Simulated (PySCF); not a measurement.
# Reading the logs of faulty runs: B3H6N

All numbers below are calculated, not measured. They come from PySCF 2.14.0, an open-source quantum chemistry program, on an isolated molecule that a program drew, which may never have been made. The molecule is B3H6N (charge 0, singlet), drawn as the SMILES string `BBNB`.

Each row is a Hartree-Fock (HF) and frozen-core CCSD(T) single point in the cc-pVDZ basis, meant for a local HF minimum. Run 1 is clean. Each other run has one planted mistake out of seven kinds, and not every kind appears here: one electron removed, one electron added, multiplicity raised by two, geometry at a saddle point, minimal basis STO-3G, one bond length entered in bohr, all coordinates scaled. The reference is restricted for singlets and unrestricted otherwise, and also for a bond in bohr. Adding or removing an electron swaps singlet and doublet. Electrons count all cores. HOMO and LUMO are orbital energies over both spins, the gradient is its largest component, and the lowest frequency (negative if imaginary) is given only where the gradient is small. Bond lengths are over the 9 bonds as drawn. T1 is the CCSD diagnostic: over 0.02 (restricted) or 0.045 (unrestricted) a single reference is doubtful.

Geometry of the clean run:
```xyz
10
B3H6N, angstrom
B    -1.5287    1.7120    2.0036
B    -0.8139    2.4721    0.6587
N    -0.5123    1.7955   -0.5636
B    -0.7541    0.4292   -0.8346
H    -0.8666    1.2202    2.8804
H    -2.7221    1.6923    2.1606
H    -0.5377    3.6476    0.7174
H    -0.0917    2.3362   -1.2943
H    -0.4600   -0.0393   -1.8997
H    -1.2577   -0.2534    0.0174
```

```
run,electrons,basis functions,<S^2>,HOMO (eV),LUMO (eV),gradient (hartree/bohr),lowest frequency (cm^-1),mean bond (Å),longest bond (Å),T1,HF (hartree),CCSD(T) (hartree),mistake
1,28,86,0.000,-11.35,2.31,1.2e-05,169,1.2851,1.702,0.0120,-132.02990,-132.50926,no fault
2,29,86,0.761,0.38,7.17,3.6e-02,-,1.2851,1.702,0.0143,-131.97826,-132.48078,one electron added
3,28,86,0.000,-11.29,0.89,4.9e-05,-237,1.2893,1.747,0.0119,-132.02094,-132.49997,geometry at a saddle point
4,28,86,0.768,-11.24,1.76,2.3e-02,-,1.3841,1.893,0.0554,-131.89168,-132.37043,?
```

**Which mistake was planted in run 4, and what did it cost?**

The mean bond changes by a factor of 1.077 and the longest by 1.112, so the molecule wasn't scaled as a whole. A length L in bohr read as angstrom grows by (1/0.5292 - 1) L = 0.890 L. The 9 bonds together grew by 9 x 0.0990 = 0.891 Å, which gives L = 1.001 Å. That is bond N3-H8, 1.002 Å in the clean geometry. So the mistake is: one bond length entered in bohr. Subtracting run 1 and multiplying by 627.51 kcal/mol a hartree, the energy moved by 86.7 kcal/mol in HF and 87.1 kcal/mol in CCSD(T).

Cautions from the logs. Run 2: the HOMO is above zero, so the electron isn't bound and the energy depends on the basis; run 4: T1 is over the limit, so its CCSD(T) energy is less reliable.
